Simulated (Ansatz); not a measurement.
Total energies of BrH2InO2 (`[OH][In]([OH])[Br]`).

```xyz
6

O     1.5839   -0.7932   -0.0450
In   -0.3540   -0.4196   -0.0694
O    -1.0642    1.4091    0.1467
Br   -1.9073   -2.2608   -0.3736
H     2.1143   -0.0031    0.0877
H    -0.3727    2.0676    0.2537
```

Total charge 0; spin multiplicity 1. Correlated methods include outer-core shells of Br, In, which these sets cover unevenly. Scalar relativity is left out up to krypton. In takes the def2 core potential. The structure was optimised at the PBE0-D4/def2-TZVP level. It is one conformer, not always the lowest. Basis def2-TZVPP, Ansatz.

RPA on PBE orbitals: Hartree–Fock energy of these orbitals -2912.60837 Eh, correlation -1.52579 Eh (frozen core).

```json
{"functional": "LDA (SPW92)", "energy without D4 (Eh)": "-2911.14768", "D4 term (kJ/mol)": "–"}
{"functional": "B97M-V", "energy without D4 (Eh)": "-2915.59208", "D4 term (kJ/mol)": "–"}
{"functional": "PBE0", "energy without D4 (Eh)": "-2915.64208", "D4 term (kJ/mol)": "-9.9"}
{"functional": "B3LYP", "energy without D4 (Eh)": "-2916.19544", "D4 term (kJ/mol)": "-18.8"}
{"functional": "r2SCANh", "energy without D4 (Eh)": "-2916.06063", "D4 term (kJ/mol)": "-3.0"}
{"functional": "r2SCAN0", "energy without D4 (Eh)": "-2916.02376", "D4 term (kJ/mol)": "-3.3"}
{"functional": "HSE06 (plane-wave form)", "energy without D4 (Eh)": "-2915.63882", "D4 term (kJ/mol)": "-9.5"}
{"functional": "BHLYP", "energy without D4 (Eh)": "-2915.93570", "D4 term (kJ/mol)": "-18.1"}
{"functional": "B2PLYP", "energy without D4 (Eh)": "-2915.41252", "D4 term (kJ/mol)": "–"}
{"functional": "PBE-QIDH", "energy without D4 (Eh)": "-2915.11173", "D4 term (kJ/mol)": "–"}
```

Q: Give the same for PBE, revPBE, BLYP, r2SCAN, CAM-B3LYP, LC-ωPBE, ωB97X-V, ωB97M-V. (Best estimate.)

A: Ansatz gave: 
```
functional  energy without D4 (Eh)  D4 term (kJ/mol)
       PBE             -2915.56024             -11.5
    revPBE             -2915.88086             -26.1
      BLYP             -2916.06272             -23.7
    r2SCAN             -2916.08642              -2.7
 CAM-B3LYP             -2916.15877             -10.5
   LC-ωPBE             -2915.68923                 –
   ωB97X-V             -2915.79202                 –
   ωB97M-V             -2915.86305                 –
```

B3LYP takes the VWN-RPA correlation (the form of Gaussian; ORCA's B3LYP/G). HSE06 is the plane-wave form, built on full-range PBE exchange. The double hybrids freeze the cores in their second-order part.

LC-ωPBE has ω = 0.4 bohr⁻¹.
